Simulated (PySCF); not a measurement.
Species: C₇H₁₀PSi (charge -1).
Numbering: `[CH2:1]=[CH:2][c:3]1[cH:4][c:5]([SiH3:6])[c:7]([CH3:8])[p-:9]1`

Cartesian coordinates in Å at the GFN2-xTB level; atoms count from 1:
```
atom  x, y, z in Å
C1     3.230   -0.096   -1.905
C2     2.377   -0.996   -1.405
C3     1.167   -0.735   -0.684
C4     0.623    0.506   -0.375
C5    -0.580    0.442    0.340
Si6   -1.536    1.924    0.886
C7    -0.968   -0.887    0.586
C8    -2.217   -1.251    1.329
P9     0.147   -2.051   -0.064
H10    4.120   -0.390   -2.442
H11    3.072    0.965   -1.801
H12    2.602   -2.051   -1.546
H13    1.082    1.442   -0.660
H14   -0.891    3.177    0.455
H15   -1.696    2.045    2.354
H16   -2.920    1.989    0.360
H17   -3.101   -0.853    0.823
H18   -2.204   -0.836    2.341
H19   -2.318   -2.334    1.402
```

Definitions: NICS(0) = −σiso at the ring centroid; NICS(1) = −σiso and NICS(1)zz = −σzz at ±1 Å along the ring normal z. Level: GIAO PBE0/pcSseg-1 (PySCF, non-relativistic, gas phase) on the GFN2-xTB geometry, one conformer.

Ring bond lengths (Å), with Mayer bond orders in brackets: C3–C4 1.389 (1.44), C4–C5 1.401 (1.37), C5–C7 1.405 (1.34), C7–P9 1.738 (1.34), P9–C3 1.777 (1.14).

Problem. What do the NICS probes read (ppm)?

Solution. 
```csv
ring,type,NICS(0),"NICS(1), two faces","NICS(1)zz, two faces",rms pucker (Å),"centre to ring atoms, mean (Å)"
C3–C4–C5–C7–P9,5-membered ring with P; formal bonds all aromatic,-9.1,-9.9 / -9.9,-24.3 / -24.4,0.00,1.31
```

Problem. What do they say, and how far can they be read as aromaticity?

Solution. 
- C3–C4–C5–C7–P9: mean NICS(1)zz -24.4 ppm, shielded.

Problem. And the bond-length index? HOMA takes Krygowski's 1993 parameters.

Solution. 
- C3–C4–C5–C7–P9: HOMA 0.79; the largest term is that of P9–C3, α(R − Ropt)² = 0.74.

Problem. What field does 11.7 T along the ring normal induce along that normal at the first NICS(1) probe listed for ring C3–C4–C5–C7–P9, 1 Å off the ring?

Solution. NICSzz × B0 = -24.3 ppm × 11.7 T = -284 μT, against the applied field.

Problem. List the ring angles and the Hirshfeld charges of the ring atoms.

Solution. 
- C3–C4–C5–C7–P9: C3 111.0° (-0.123 e), C4 114.1° (-0.113 e), C5 111.7° (-0.163 e), C7 113.0° (-0.103 e), P9 90.1° (-0.155 e); sum 540.0° against 540° for a flat convex ring.

Problem. How shielded are the nuclei of the rings and their hydrogens (means over atoms taken as equivalent)?

Solution. 
| atoms | environment | σ isotropic (ppm) |
| --- | --- | --- |
| C3 | substituted aromatic carbon | 38.8 |
| C4 | aromatic CH carbon | 60.4 |
| C5 | substituted aromatic carbon | 76.0 |
| C7 | substituted aromatic carbon | 23.3 |
| P9 | phosphorus bonded to 2 C | 171.0 |
| H13 | aromatic hydrogen | 24.14 |
